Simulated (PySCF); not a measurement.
Working with the constants of TlB

UHF-CCSD(T) constants of TlB, ³Π (triplet), unpaired electrons σ ↑, π ↑ (basis Tl def2-SVPD with ECP60, B def2-SVPD; scalar-relativistic core potentials; PySCF 2.14; masses 204.9744 and 11.0093 u):

| Item | Value |
| --- | --- |
| ωe | 343.9 cm⁻¹ |
| ωexe | 1.92 cm⁻¹ |
| Be | 0.25777 cm⁻¹ |
| αe | 0.00217 cm⁻¹ |
| De to Tl + B | 1.35 eV |

**Question.** What force constant and bond length do these constants imply?

**Answer.** Reduced mass μred = 10.448 u; k = 5.8918×10⁻⁷·μred·ωe² (u, cm⁻¹, mdyn/Å) = 0.728 mdyn/Å; Re = √(16.8576/(μred·Be)) (u, cm⁻¹, Å) = 2.502 Å.

**Question.** Estimate the centrifugal constant D from the Kratzer relation and find the Dunham coefficient a1.

**Answer.** D = 4Be³/ωe² = 5.79e-07 cm⁻¹; a1 = −1 − αeωe/(6Be²) = -2.87.

Correlated steps freeze 5 core orbitals. Correlated levels converge slowly with the basis: in double zeta they bind strong bonds too weakly, by up to about 1 eV, and carry superposition errors of some tenths. Spin–orbit coupling is left out, which matters for elements this heavy, above all for dissociation energies. The state was picked by a PBE0 search and need not be the measured ground state.
